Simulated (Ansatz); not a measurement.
CHBrCl (`Cl[CH]Br`) radical, charge 0, multiplicity 2.

(1) Give a relaxed structure at PBE0-D4/def2-TZVP (the Gaussian-basis code of Ansatz). (An estimate is asked.)

Results:

(1) Computed: 
Z-matrix (Å, degrees):
```
C
Cl 1 1.686
Br 1 1.851 2 120.1
H 1 1.080 2 117.6 3 153.8
```
